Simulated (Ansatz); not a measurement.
A search over several starts for the lowest SCF solution of CrBr2 at the given spin, in a small basis.

```yaml
crystal:
  periodic: [false, false, false]
  atoms:
    - {symbol: Cr, position_ang: [-0.000110, -0.000064, -0.000010]}
    - {symbol: Br, position_ang: [-0.015844, -0.019938, 2.326331]}
    - {symbol: Br, position_ang: [0.015953, 0.020002, -2.326321]}
basis:
  gaussian: {orbitals: def2-SVP, initial_orbitals: start.molden}
magnetization: {spin_polarized: true, initial_magnetization: 4}
hamiltonian: {xc: pbe0, dispersion: d4}
output: {orbitals: {seedname: orbitals}}
```

The file start.molden holds the orbitals of an earlier run on this structure, at another level or in another basis.

```sh
$ ansatz run in.yaml --threads 2 --pin off --events-out ev --progress --plain --max-ram 4352MiB
```

Shortened log:

```
Functional definition: PBE0
961 factors; integrals over basis functions are off by at most 4.3e-4 eV
mean field evaluation 1: about -168473.9394 eV, gradient 7.3e0 eV
mean field evaluation 2: about -168474.2120 eV, gradient 3.1e-1 eV
mean field evaluation 4: about -168474.2397 eV, gradient 3.5e-3 eV
mean field evaluation 8: about -168474.2397 eV, gradient 2.0e-5 eV
mean field evaluation 16: about -168474.1982 eV, gradient 7.3e-1 eV
mean field evaluation 32: about -168474.2397 eV, gradient 1.2e-4 eV
mean field evaluation 64: about -168473.6797 eV, gradient 5.7e0 eV
mean field -168474.23970776 eV, -6191.3141133188 hartree, gradient 4.0e-6 eV, S^2 6.096530; 4 other end points of the search recorded, 0 dependent functions left out
reference -168474.23976826 eV, -6191.3141155424 hartree; 49, 45 occupied and 46, 50 virtual orbitals, 961 factors
Total energy: -168474.31802630 eV, -6191.3169914722 hartree
```

Hardware: 2 threads of Intel Xeon Platinum 8259CL on a shared host. Wall time 44 s, peak host memory 0.56 GiB.
